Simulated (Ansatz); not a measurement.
**Molecular dynamics of HC16**

The input (input.yaml):

```yaml
accuracy: low
crystal:
  lattice:
    - [0.0, 3.57, 3.57]
    - [3.57, 0.0, 3.57]
    - [3.57, 3.57, 0.0]
  atoms:
    - { symbol: C, position: [0.00310457, -0.00313226, -0.00308427] }
    - { symbol: C, position: [0.1243884, 0.12523132, 0.12525964] }
    - { symbol: C, position: [0.00338915, -0.00331805, 0.5034167] }
    - { symbol: C, position: [0.12573442, 0.12360393, 0.62547905] }
    - { symbol: C, position: [0.00332543, 0.50335351, -0.00323052] }
    - { symbol: C, position: [0.12573842, 0.62541895, 0.1236569] }
    - { symbol: C, position: [0.00018473, 0.49997445, 0.50001586] }
    - { symbol: C, position: [0.12571957, 0.62540188, 0.62546521] }
    - { symbol: C, position: [0.50018323, -1.546e-05, 2.871e-05] }
    - { symbol: C, position: [0.62506696, 0.12490778, 0.12494087] }
    - { symbol: C, position: [0.49727618, -0.00297257, 0.50285848] }
    - { symbol: C, position: [0.62521382, 0.12506668, 0.62477212] }
    - { symbol: C, position: [0.49731661, 0.50279423, -0.00288399] }
    - { symbol: C, position: [0.62517959, 0.62485108, 0.12506094] }
    - { symbol: C, position: [0.49712877, 0.50308133, 0.50308085] }
    - { symbol: C, position: [0.62387478, 0.62543199, 0.62549619] }
    - { symbol: H, position: [0.75417345, 0.2494296, 0.25037306] }
magnetization:
  spin_polarized: true
basis:
  ecutwfc: 420.0
kpoints:
  mp_grid: { grid: [3, 3, 3] }
hamiltonian:
  xc: lda
scf:
  occupations: { method: fermi_dirac, width: 0.05 }
  lower_state_search: "off"
md:
  timestep: 0.75
  n_steps: 100
  ensemble: nvt_langevin
  temperature: 1260.0
  initial_velocities: maxwell_boltzmann
  seed: 742186
  friction: 0.05
```

Run as:

```bash
$ ansatz run input.yaml --threads 1 --pin off --max-ram 3072MiB --backend cpu --events-out ev --progress --plain --runs-dir out
```

It starts from a relaxed structure.

Output, in part (step lines):

```
md step     0: t =     0.00 fs  T =  1185.9 K  F+E_penalty+E_count = -3897.63163787 eV  E_kin = 2.605882 eV  (10 SCF iters)
md step     1: t =     0.75 fs  T =  1121.7 K  F+E_penalty+E_count = -3897.57934450 eV  E_kin = 2.464861 eV  (6 SCF iters)
md step     2: t =     1.50 fs  T =  1150.7 K  F+E_penalty+E_count = -3897.42656493 eV  E_kin = 2.528524 eV  (6 SCF iters)
md step     3: t =     2.25 fs  T =  1031.3 K  F+E_penalty+E_count = -3897.18704512 eV  E_kin = 2.266306 eV  (6 SCF iters)
md step     4: t =     3.00 fs  T =   822.8 K  F+E_penalty+E_count = -3896.90216506 eV  E_kin = 1.807997 eV  (5 SCF iters)
md step     5: t =     3.75 fs  T =   684.3 K  F+E_penalty+E_count = -3896.62400433 eV  E_kin = 1.503697 eV  (5 SCF iters)
md step     6: t =     4.50 fs  T =   610.2 K  F+E_penalty+E_count = -3896.37615540 eV  E_kin = 1.340873 eV  (5 SCF iters)
md step     7: t =     5.25 fs  T =   517.0 K  F+E_penalty+E_count = -3896.14838670 eV  E_kin = 1.136045 eV  (5 SCF iters)
[... lines left out ...]
md step   100: t =    75.00 fs  T =  1577.3 K  F+E_penalty+E_count = -3895.04799003 eV  E_kin = 3.465964 eV  (6 SCF iters)
```

The steps, from the saved trajectory:

| time (fs) | T (K) | potential energy less start (eV) |
| --- | --- | --- |
| 0.0 | 1186 | 0.000 |
| 2.2 | 1031 | 0.445 |
| 4.5 | 610 | 1.255 |
| 6.8 | 682 | 1.914 |
| 9.0 | 783 | 2.122 |
| 11.2 | 747 | 1.902 |
| 13.5 | 1020 | 1.508 |
| 15.8 | 1140 | 1.172 |
| 18.0 | 1116 | 1.503 |
| 20.2 | 1009 | 2.195 |
| 22.5 | 809 | 2.664 |
| 24.8 | 748 | 2.710 |
| 27.0 | 920 | 2.341 |
| 29.2 | 1343 | 1.805 |
| 31.5 | 1250 | 1.735 |
| 33.8 | 1190 | 2.099 |
| 36.0 | 933 | 2.696 |
| 38.2 | 692 | 3.056 |
| 40.5 | 926 | 2.851 |
| 42.8 | 1226 | 2.345 |
| 45.0 | 1283 | 2.011 |
| 47.2 | 1462 | 2.143 |
| 49.5 | 1054 | 2.426 |
| 51.8 | 1217 | 2.242 |
| 54.0 | 1698 | 1.818 |
| 56.2 | 1390 | 1.915 |
| 58.5 | 1000 | 2.117 |
| 60.8 | 868 | 2.497 |
| 63.0 | 895 | 3.046 |
| 65.2 | 704 | 3.449 |
| 67.5 | 857 | 3.325 |
| 69.8 | 972 | 2.801 |
| 72.0 | 1423 | 2.414 |
| 74.2 | 1606 | 2.451 |

All steps were run. The mean temperature of the second half is 10 % below the set value. A run of 0.075 ps of so small a system gives no equilibrium averages. Limits of this set-up: coarse k mesh, low accuracy level.

Mean squared displacements from the first frame to the last, about the centre of mass: C 0.01 Å², H 0.34 Å².

Last frame:

```xyz
17
Lattice="0.0000 3.5700 3.5700 3.5700 0.0000 3.5700 3.5700 3.5700 0.0000" Properties=species:S:1:pos:R:3
C -0.096 0.022 0.237
C 0.804 0.890 1.018
C 1.750 1.839 0.093
C 2.663 2.696 1.010
C 1.747 -0.024 1.979
C 2.645 0.893 2.850
C 3.553 1.773 1.954
C 4.416 2.651 2.842
C -0.011 1.882 1.994
C 0.966 2.641 2.744
C 1.756 3.517 1.963
C 2.669 4.540 2.912
C 1.726 1.769 3.686
C 2.628 2.651 4.599
C 3.503 3.606 3.783
C 4.381 4.332 4.688
H 1.636 4.010 3.361
```

Time of the run: 7.9 min on 1 thread of Intel(R) Xeon(R) Platinum 8175M CPU @ 2.50GHz (Skylake/Cascade Lake) (shared host), peak memory 0.47 GiB.
